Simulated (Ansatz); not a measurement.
```yaml
crystal:
  periodic: [true, true, true]
  atoms:
    - {symbol: Cl, position_ang: [-1.410893, 1.875451, -1.248571]}
    - {symbol: Ge, position_ang: [-0.206364, 1.133851, 0.380894]}
    - {symbol: Ge, position_ang: [0.215247, -1.212549, -0.080996]}
    - {symbol: Cl, position_ang: [1.567932, -1.275553, -1.760995]}
    - {symbol: H, position_ang: [-1.020282, 1.349046, 1.667050]}
    - {symbol: H, position_ang: [1.086205, 1.959639, 0.401585]}
    - {symbol: H, position_ang: [-1.059470, -1.957593, -0.496984]}
    - {symbol: H, position_ang: [0.919727, -1.929393, 1.082117]}
basis:
  gaussian: {orbitals: aug-cc-pVTZ}
hamiltonian: {xc: {name: SPW92}}
accuracy: high
```

```sh
$ ansatz run in.yaml --threads 4 --pin off --events-out ev --progress --plain --max-ram 10444MiB
```

Shortened log:

```
Error: YAML parse error: error: line 2 column 3: crystal: missing field `lattice` (a structure is typed as `lattice` and `atoms`, a molecule's as `atoms` in Å alone, or read from a run's directory, `checkpoint`)
 --> <input>:2:3
1 | crystal:
2 |   periodic: [true, true, true]
3 |   atoms:
4 |     - {symbol: Cl, position_ang: [-1.410893, 1.875451, -1.248571]}
```

(1) Something in this input is off. What?

Results:

(1) The molecule is marked periodic without a cell. The input was rejected before any iteration.
